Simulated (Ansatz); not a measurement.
Isolated molecules relaxed with PBE0-D4/def2-TZVP in Ansatz; ΔE leaves out vibrations. CBS: MP2 limit from def2 TZ/QZ plus the TZ coupled-cluster correction, frozen cores. This one scheme is used for every species, atoms too. Functionals use def2-TZVPP. B3LYP here is the variant with VWN-RPA as its local correlation; programs differ in this. HSE06 is defined as in plane-wave codes. Open shells (•) are unrestricted, without spin–orbit coupling. Spin–orbit coupling would lower the free atoms: a little for C, Si.

Consider the atomization: `[SiH3]/C=C1C=N\1` → 3 C• + 5 H• + N• + Si•.

`[SiH3]/C=C1C=N\1`:

```xyz
10

Si   -1.630    0.206   -0.174
C    -0.112    0.155    0.871
C     1.077   -0.099    0.349
C     2.056   -0.389   -0.588
N     2.480   -0.259    0.610
H    -2.300    1.535   -0.110
H    -2.632   -0.809    0.255
H    -1.247   -0.068   -1.586
H    -0.156    0.332    1.942
H     2.464   -0.604   -1.568
```

| level | ΔE (eV) | difference from CCSD(T)/CBS |
| --- | --- | --- |
| LDA (SPW92) | 46.52 | 6.52 |
| PBE-D4 | 41.56 | 1.56 |
| revPBE-D4 | 40.50 | 0.50 |
| BLYP-D4 | 40.43 | 0.43 |
| r2SCAN-D4 | 40.29 | 0.29 |
| B97M-V | 40.42 | 0.42 |
| PBE0-D4 | 40.55 | 0.55 |
| r2SCANh-D4 | 39.97 | -0.03 |
| r2SCAN0-D4 | 39.50 | -0.50 |
| HSE06-D4 | 40.58 | 0.58 |
| BHLYP-D4 | 38.79 | -1.21 |
| CAM-B3LYP-D4 | 40.34 | 0.34 |
| ωB97X-V | 40.40 | 0.40 |
| ωB97M-V | 40.35 | 0.35 |
| B2PLYP | 39.80 | -0.20 |
| PBE-QIDH | 39.97 | -0.03 |
| PBE | 41.35 | 1.35 |
| revPBE | 39.84 | -0.16 |
| BLYP | 39.97 | -0.03 |
| r2SCAN | 40.24 | 0.24 |
| PBE0 | 40.37 | 0.37 |
| B3LYP | 39.94 | -0.06 |
| r2SCANh | 39.91 | -0.09 |
| r2SCAN0 | 39.44 | -0.56 |
| HSE06 | 40.42 | 0.42 |
| BHLYP | 38.53 | -1.47 |
| CAM-B3LYP | 40.16 | 0.16 |
| LC-ωPBE | 40.21 | 0.21 |
| MP2/def2-SVP | 38.55 | -1.45 |
| CCSD/def2-SVP | 37.27 | -2.73 |
| CCSD(T)/def2-SVP | 37.90 | -2.10 |
| HF/def2-TZVPP | 28.01 | -11.99 |
| MP2/def2-TZVPP | 39.71 | -0.29 |
| SCS-MP2/def2-TZVPP | 39.55 | -0.45 |
| CCSD/def2-TZVPP | 38.04 | -1.96 |
| CCSD(T)/def2-TZVPP | 38.85 | -1.15 |
| HF/def2-QZVPP | 28.08 | -11.92 |
| MP2/def2-QZVPP | 40.40 | 0.40 |
| HF/CBS(def2) | 28.09 | -11.91 |
| MP2/CBS(def2) | 40.87 | 0.87 |
| CCSD(T)/CBS | 40.00 | 0 |

Q: What do rigid-rotor, harmonic-oscillator terms from PBE0-D4/def2-TZVP frequencies (298.15 K, 1 bar) make of the CCSD(T)/CBS value? (An estimate is asked.)

A: Computed: ΔZPE = -1.78 eV, ΔH = +38.68 eV, ΔS = 1047 J/(mol·K), ΔG = +35.44 eV. Open shells count their whole term as degenerate.

Largest T1 diagnostic among the species: 0.013.

In def2-TZVPP, CCSD(T) changes the Hartree–Fock value by +10.84 eV (the triples alone add +0.81 eV) and MP2 by +11.70 eV; breaking electron pairs costs correlation energy, which Hartree–Fock lacks. From r2SCAN to r2SCAN0 (25 % exact exchange), in def2-TZVPP and without D4, ΔE moves by −0.80 eV: exact exchange takes away binding that semilocal exchange gives to molecules.

For atomizations the MP2-based limit and the directly extrapolated one differ by several kJ/mol either way, and by 10 to 25 for some Ge, Se and Sn compounds, so smaller differences from it don't rank the levels.
